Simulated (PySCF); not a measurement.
H$_{2}$AsBF$_{2}$ (SMILES FB(F)[AsH2]), singlet, geometry from GFN2-xTB; B3LYP/6-31G, TDDFT (PySCF).

The PySCF input:
```python
from pyscf import gto, scf, dft, tdscf

mol = gto.M(
    atom='''
B     0.758288    0.616239   -0.178636
As   -0.768122   -0.632709    0.228352
H    -0.437938   -1.530715   -0.925185
H    -1.725950    0.140872   -0.626179
F     0.651615    1.930586   -0.128184
F     1.983993    0.201419   -0.437490
''',
    basis='6-31g',
    charge=0,
    spin=0,
    verbose=4,
)

mf = dft.RKS(mol)
mf.xc = 'b3lyp'
mf.kernel()
td = mf.TDDFT()
td.nstates = 5
td.kernel()
td.analyze()
```

It wrote (shortened):

```
PySCF version 2.14.0

[INPUT] verbose = 4
[INPUT] num. atoms = 6
[INPUT] num. electrons = 58
[INPUT] charge = 0
[INPUT] spin (= nelec alpha-beta = 2S) = 0
[INPUT] symmetry False subgroup None
[INPUT] Mole.unit = angstrom
[INPUT] Symbol           X                Y                Z      unit          X                Y                Z       unit  Magmom
[INPUT]  1 B      0.758288000000   0.616239000000  -0.178636000000 AA    1.432956643544   1.164522937276  -0.337573115988 Bohr   0.0
[INPUT]  2 As    -0.768122000000  -0.632709000000   0.228352000000 AA   -1.451540210253  -1.195646726547   0.431522739997 Bohr   0.0
[INPUT]  3 H     -0.437938000000  -1.530715000000  -0.925185000000 AA   -0.827582879540  -2.892632124764  -1.748346264556 Bohr   0.0
[INPUT]  4 H     -1.725950000000   0.140872000000  -0.626179000000 AA   -3.261572804693   0.266209498620  -1.183306814954 Bohr   0.0
[INPUT]  5 F      0.651615000000   1.930586000000  -0.128184000000 AA    1.231373888658   3.648278799920  -0.242232653551 Bohr   0.0
[INPUT]  6 F      1.983993000000   0.201419000000  -0.437490000000 AA    3.749203403054   0.380626746284  -0.826736282236 Bohr   0.0

nuclear repulsion = 236.709816897155
number of shells = 30
number of NR pGTOs = 164
number of NR cGTOs = 58
basis = 6-31g
ecp = {}

******** <class 'pyscf.dft.rks.RKS'> ********
method = RKS
initial guess = minao
damping factor = 0
level_shift factor = 0
DIIS = <class 'pyscf.scf.diis.CDIIS'>
diis_start_cycle = 1
diis_space = 8
diis_damp = 0
SCF conv_tol = 1e-09
SCF conv_tol_grad = None
SCF max_cycles = 50
direct_scf = True
direct_scf_tol = 1e-13
XC library pyscf.dft.libxc version 7.1.2
    S. Lehtola, C. Steigemann, M. J. T. Oliveira, and M. A. L. Marques,  SoftwareX 7, 1–5 (2018)
XC functionals = b3lyp
    P. J. Stephens, F. J. Devlin, C. F. Chabalowski, and M. J. Frisch,  J. Phys. Chem. 98, 11623 (1994)
radial grids:
    Treutler-Ahlrichs [JCP 102, 346 (1995); DOI:10.1063/1.469408] (M4) radial grids

becke partition: Becke, JCP 88, 2547 (1988); DOI:10.1063/1.454033
pruning grids: <function nwchem_prune>
grids dens level: 3
symmetrized grids: False
atomic radii adjust function: <function treutler_atomic_radii_adjust>
small_rho_cutoff = 0
Set gradient conv threshold to 3.16228e-05
Initial guess from minao.
tot grids = 82616
init E= -2460.95473023738
  HOMO = -0.310567942930295  LUMO = -0.0526703690269898  gap/eV = 7.01775
cycle= 1 E= -2461.24545808976  delta_E= -0.291  |g|= 0.702  |ddm|= 2.38
  HOMO = -0.268644605746635  LUMO = -0.0263609908129232  gap/eV = 6.59287
cycle= 2 E= -2461.1241701859  delta_E= 0.121  |g|= 1.13  |ddm|= 1.16
  HOMO = -0.276937038364245  LUMO = -0.0245683155784175  gap/eV = 6.86730
cycle= 3 E= -2461.33434322592  delta_E= -0.21  |g|= 0.0488  |ddm|= 0.671
  HOMO = -0.286609720726017  LUMO = -0.0245067705861954  gap/eV = 7.13218
cycle= 4 E= -2461.33488502138  delta_E= -0.000542  |g|= 0.0185  |ddm|= 0.0829
  HOMO = -0.285615633747832  LUMO = -0.0250566762518778  gap/eV = 7.09017
cycle= 5 E= -2461.33493808179  delta_E= -5.31e-05  |g|= 0.0024  |ddm|= 0.016
  HOMO = -0.285083675875854  LUMO = -0.0246300734951679  gap/eV = 7.08730
cycle= 6 E= -2461.33494018316  delta_E= -2.1e-06  |g|= 0.000369  |ddm|= 0.00438
  HOMO = -0.285082051234936  LUMO = -0.0247018971546851  gap/eV = 7.08530
cycle= 7 E= -2461.33494023262  delta_E= -4.95e-08  |g|= 0.00011  |ddm|= 0.000867
  HOMO = -0.285097933004513  LUMO = -0.0246877153131382  gap/eV = 7.08612
cycle= 8 E= -2461.33494023769  delta_E= -5.07e-09  |g|= 1.52e-05  |ddm|= 0.000226
  HOMO = -0.285099238914464  LUMO = -0.0246903271046657  gap/eV = 7.08609
cycle= 9 E= -2461.33494023776  delta_E= -6.37e-11  |g|= 2.11e-06  |ddm|= 1.97e-05
  HOMO = -0.285098972897891  LUMO = -0.0246896431820218  gap/eV = 7.08610
Extra cycle  E= -2461.33494023776  delta_E= -4.09e-12  |g|= 2.2e-06  |ddm|= 4.84e-06
converged SCF energy = -2461.33494023776

******** <class 'pyscf.tdscf.rks.TDDFT'> for <class 'pyscf.dft.rks.RKS'> ********
nstates = 5 singlet
deg_eia_thresh = 1.000e-03
wfnsym = None
conv_tol = 1e-05
eigh lindep = 1e-12
eigh level_shift = 0
eigh max_cycle = 100

Excitation energies (eV)
[6.38547891 7.25452981 7.90262761 8.15974051 8.70552595]

** Singlet excitation energies and oscillator strengths **
Excited State   1:      6.38548 eV    194.17 nm  f=0.0878
      28 -> 32       -0.10002
      29 -> 30        0.68468
      29 -> 32        0.10254
Excited State   2:      7.25453 eV    170.91 nm  f=0.0600
      28 -> 31       -0.12798
      29 -> 31        0.68990
Excited State   3:      7.90263 eV    156.89 nm  f=0.0053
      28 -> 30       -0.66007
      29 -> 32       -0.23170
Excited State   4:      8.15974 eV    151.95 nm  f=0.1283
      27 -> 31        0.15899
      28 -> 30        0.21353
      29 -> 32       -0.64002
Excited State   5:      8.70553 eV    142.42 nm  f=0.0001
      26 -> 30        0.18429
      27 -> 30       -0.62341
      28 -> 31       -0.27003

** Transition electric dipole moments (AU) **
state          X           Y           Z        Dip. S.      Osc.
  1         0.5509      0.4620     -0.2098      0.5609      0.0878
  2         0.3513     -0.4559     -0.0815      0.3379      0.0600
  3        -0.0376     -0.0002     -0.1611      0.0274      0.0053
  4         0.5794      0.3735      0.4081      0.6417      0.1283
  5         0.0117     -0.0151     -0.0027      0.0004      0.0001

** Transition velocity dipole moments (imaginary part, AU) **
state          X           Y           Z        Dip. S.      Osc.
  1         0.0862      0.0665     -0.0004      0.0119      0.0337
  2         0.1174     -0.1524     -0.0273      0.0378      0.0944
  3         0.0177      0.0193     -0.0317      0.0017      0.0039
  4         0.1982      0.1297      0.1284      0.0726      0.1614
  5         0.0066     -0.0085     -0.0015      0.0001      0.0002

** Transition magnetic dipole moments (imaginary part, AU) **
state          X           Y           Z
  1        -0.1106      0.1435      0.0257
  2        -0.5529     -0.3055     -0.6739
  3        -0.2977      0.3864      0.0691
  4         0.7663     -0.9945     -0.1779
  5         0.2405      0.2516     -0.3704
```
